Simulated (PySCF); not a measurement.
C4H7FO2, SMILES O[C@@H]1C[C@@H](O)C1F. The structure is a stationary point at PBE-D3(BJ)/def2-SVP. The structure was generated by enumeration; whether it is a known compound was not checked. The values are those of a single conformer.

These are PBE-D3(BJ)/def2-SVP (PySCF) values and carry that method's errors.

Harmonic wavenumbers (cm⁻¹): 124, 215, 250, 266, 334, 350, 387, 469, 565, 724, 795, 874, 903, 942, 985, 1064, 1073, 1130, 1147, 1159, 1189, 1203, 1212, 1255, 1304, 1323, 1345, 1371, 1410, 2941, 2959, 3003, 3017, 3092, 3656, 3713. Rotational constants (GHz): 3.772, 2.397, 1.692; symmetry number 1.

Work out the zero-point energy and the ideal-gas rigid-rotor harmonic-oscillator thermochemistry at 298.15 K and 1 atm.

ZPE = ½ Σ hcν = ½ × 47750 cm⁻¹ = 285.61 kJ/mol. H − E(el) = 306.76 kJ/mol. Entropy in J/(mol K): translation 166.92, rotation 114.82, vibration 61.21, total 342.95. G − E(el) = 204.51 kJ/mol. Cp = 118.72 J/(mol K). Modes under 150 cm⁻¹ make the vibrational entropy uncertain.
